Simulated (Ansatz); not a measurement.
These are B3LYP-D3(BJ)/def2-SVP (Ansatz, a first-principles code) values and carry that method's errors. No frequencies were computed at this level.

Ansatz 0.2 input:
```yaml
crystal:
  periodic: [false, false, false]
  atoms:
    - { symbol: B, position_ang: [1.258905, -2.675102, -0.350109] }
    - { symbol: C, position_ang: [0.645918, -1.271012, -0.165911] }
    - { symbol: C, position_ang: [-0.738187, -1.103676, -0.167655] }
    - { symbol: C, position_ang: [-1.383291, 0.129961, -0.006193] }
    - { symbol: C, position_ang: [-2.840089, 0.168296, -0.029351] }
    - { symbol: C, position_ang: [-3.609971, 1.241164, 0.110552] }
    - { symbol: C, position_ang: [-0.603336, 1.270557, 0.168562] }
    - { symbol: C, position_ang: [0.77163, 1.142739, 0.174785] }
    - { symbol: S, position_ang: [1.913629, 2.446079, 0.37682] }
    - { symbol: C, position_ang: [3.227699, 1.331038, 0.241089] }
    - { symbol: C, position_ang: [2.836265, 0.051747, 0.055665] }
    - { symbol: C, position_ang: [1.420769, -0.098381, 0.0118] }
    - { symbol: H, position_ang: [2.41435, -2.84647, -0.345008] }
    - { symbol: H, position_ang: [0.546909, -3.59136, -0.4975] }
    - { symbol: H, position_ang: [-1.354129, -1.981885, -0.302121] }
    - { symbol: H, position_ang: [-3.309785, -0.796467, -0.177458] }
    - { symbol: H, position_ang: [-3.214174, 2.230514, 0.263235] }
    - { symbol: H, position_ang: [-4.683224, 1.165141, 0.079696] }
    - { symbol: H, position_ang: [-1.052144, 2.24246, 0.297079] }
    - { symbol: H, position_ang: [4.228636, 1.711416, 0.310196] }
    - { symbol: H, position_ang: [3.523624, -0.76676, -0.048171] }
basis:
  gaussian: { orbitals: def2-svp }
hamiltonian:
  xc: b3lyp
  dispersion: d3bj
relax:
  max_steps: 150
```

Output:

```
Functional definition: B3LYP
2510 factors; integrals over basis functions are off by at most 4.2e-4 eV
mean field evaluation 1: about -21999.8447 eV, gradient 7.6e1 eV
mean field evaluation 2: about -21981.6629 eV, gradient 1.1e2 eV
mean field evaluation 4: about -22015.8411 eV, gradient 1.4e1 eV
mean field evaluation 8: about -22016.4055 eV, gradient 3.8e-1 eV
mean field evaluation 16: about -22016.4060 eV, gradient 1.9e-4 eV
mean field -22016.40595522 eV, -809.0879955985 hartree, gradient 8.1e-6 eV, S^2 0.000000; 0 other end points of the search recorded, 0 dependent functions left out
reference -22016.40628907 eV, -809.0880078672 hartree; 45, 45 occupied and 172, 172 virtual orbitals, 2510 factors
relax step   1: F+E_penalty+E_count = -22017.68230100 eV  Δ(F+E_penalty+E_count) = +0.000e0 eV  max|allowed force component| = 9.993e-1 eV/Å  Δτ_max = 0.0000 Å  (33 SCF iters, accepted)
these checks for a lower state are left out or cut short: starts, cluster_reference, orbital_swaps, neighbouring_geometries, increment
2510 factors; integrals over basis functions are off by at most 4.6e-4 eV
mean field -22016.51732300 eV, -809.0920882887 hartree, gradient 1.2e-5 eV, S^2 0.000000; 0 other end points of the search recorded, 0 dependent functions left out
reference -22016.51765977 eV, -809.0921006649 hartree; 45, 45 occupied and 172, 172 virtual orbitals, 2510 factors
relax step   2: F+E_penalty+E_count = -22017.78816266 eV  Δ(F+E_penalty+E_count) = -1.059e-1 eV  max|allowed force component| = 3.408e-1 eV/Å  Δτ_max = 0.0425 Å  (35 SCF iters, accepted)
these checks for a lower state are left out or cut short: starts, cluster_reference, orbital_swaps, neighbouring_geometries, increment
2510 factors; integrals over basis functions are off by at most 4.8e-4 eV
mean field evaluation 32: about -22016.5280 eV, gradient 3.9e-4 eV
mean field -22016.52800598 eV, -809.0924808811 hartree, gradient 1.2e-5 eV, S^2 0.000000; 0 other end points of the search recorded, 0 dependent functions left out
reference -22016.52834368 eV, -809.0924932914 hartree; 45, 45 occupied and 172, 172 virtual orbitals, 2510 factors
relax step   3: F+E_penalty+E_count = -22017.79694700 eV  Δ(F+E_penalty+E_count) = -8.784e-3 eV  max|allowed force component| = 6.396e-2 eV/Å  Δτ_max = 0.0143 Å  (35 SCF iters, accepted)
these checks for a lower state are left out or cut short: starts, cluster_reference, orbital_swaps, neighbouring_geometries, increment
2510 factors; integrals over basis functions are off by at most 4.8e-4 eV
mean field -22016.52840404 eV, -809.0924955095 hartree, gradient 1.1e-5 eV, S^2 0.000000; 0 other end points of the search recorded, 0 dependent functions left out
reference -22016.52874175 eV, -809.0925079203 hartree; 45, 45 occupied and 172, 172 virtual orbitals, 2510 factors
relax step   4: F+E_penalty+E_count = -22017.79734104 eV  Δ(F+E_penalty+E_count) = -3.940e-4 eV  max|allowed force component| = 2.846e-2 eV/Å  Δτ_max = 0.0064 Å  (27 SCF iters, accepted)
these checks for a lower state are left out or cut short: starts, cluster_reference, orbital_swaps, neighbouring_geometries, increment
2510 factors; integrals over basis functions are off by at most 4.8e-4 eV
mean field -22016.52843838 eV, -809.0924967714 hartree, gradient 1.3e-5 eV, S^2 0.000000; 0 other end points of the search recorded, 0 dependent functions left out
reference -22016.52877610 eV, -809.0925091825 hartree; 45, 45 occupied and 172, 172 virtual orbitals, 2510 factors
relax step   5: F+E_penalty+E_count = -22017.79738024 eV  Δ(F+E_penalty+E_count) = -3.919e-5 eV  max|allowed force component| = 6.243e-3 eV/Å  Δτ_max = 0.0051 Å  (26 SCF iters, accepted)
2510 factors; integrals over basis functions are off by at most 4.8e-4 eV
mean field evaluation 64: about -22016.5284 eV, gradient 2.1e-4 eV
mean field -22016.52843838 eV, -809.0924967714 hartree, gradient 1.3e-5 eV, S^2 0.000000; 1 other end points of the search recorded, 0 dependent functions left out
reference -22016.52877610 eV, -809.0925091825 hartree; 45, 45 occupied and 172, 172 virtual orbitals, 2510 factors
Total energy: -22017.79771796 eV, -809.1391419357 hartree
Atom 0 at     1.256525    -2.674806    -0.350973 Å, force    -0.000654     0.003258    -0.002154 eV/Å
Atom 1 at     0.652244    -1.274378    -0.167237 Å, force     0.002556     0.000206     0.002728 eV/Å
Atom 2 at    -0.745139    -1.116359    -0.170581 Å, force    -0.001490    -0.000464    -0.000108 eV/Å
Atom 3 at    -1.395909     0.125549    -0.008558 Å, force     0.001421    -0.001523    -0.003309 eV/Å
Atom 4 at    -2.866444     0.172612    -0.028131 Å, force    -0.002594     0.002093    -0.001058 eV/Å
Atom 5 at    -3.650204     1.251259     0.113805 Å, force     0.002668     0.000457    -0.002712 eV/Å
Atom 6 at    -0.602822     1.271709     0.165673 Å, force     0.002000    -0.001674     0.000491 eV/Å
Atom 7 at     0.785807     1.155394     0.174645 Å, force     0.000563     0.005414     0.000317 eV/Å
Atom 8 at     1.933818     2.464589     0.377976 Å, force    -0.002162    -0.001240    -0.000513 eV/Å
Atom 9 at     3.263796     1.345496     0.245818 Å, force    -0.001748    -0.000111     0.000653 eV/Å
Atom 10 at     2.870363     0.052128     0.058410 Å, force     0.005775     0.001284    -0.000348 eV/Å
Atom 11 at     1.441204    -0.097281     0.011678 Å, force    -0.006243    -0.004373    -0.001072 eV/Å
Atom 12 at     2.448835    -2.858946    -0.353691 Å, force    -0.001479    -0.000549     0.000280 eV/Å
Atom 13 at     0.522381    -3.622152    -0.497621 Å, force     0.001517     0.000283     0.000923 eV/Å
Atom 14 at    -1.363349    -2.007759    -0.306332 Å, force     0.000243     0.001598     0.000037 eV/Å
Atom 15 at    -3.348149    -0.800188    -0.177580 Å, force     0.001160    -0.000371     0.004364 eV/Å
Atom 16 at    -3.248205     2.257002     0.264882 Å, force    -0.002260    -0.001757     0.003709 eV/Å
Atom 17 at    -4.738274     1.161094     0.082333 Å, force     0.001648     0.000437    -0.002157 eV/Å
Atom 18 at    -1.067639     2.251136     0.293585 Å, force    -0.000776    -0.001466     0.000096 eV/Å
Atom 19 at     4.283667     1.721975     0.316718 Å, force     0.000967    -0.002888    -0.000284 eV/Å
Atom 20 at     3.567496    -0.778074    -0.044818 Å, force    -0.001111     0.001386     0.000116 eV/Å
Dipole moment:    -0.019153     0.271771     0.037462 e Å
```

Cost: very roughly 2.3 core-minutes.
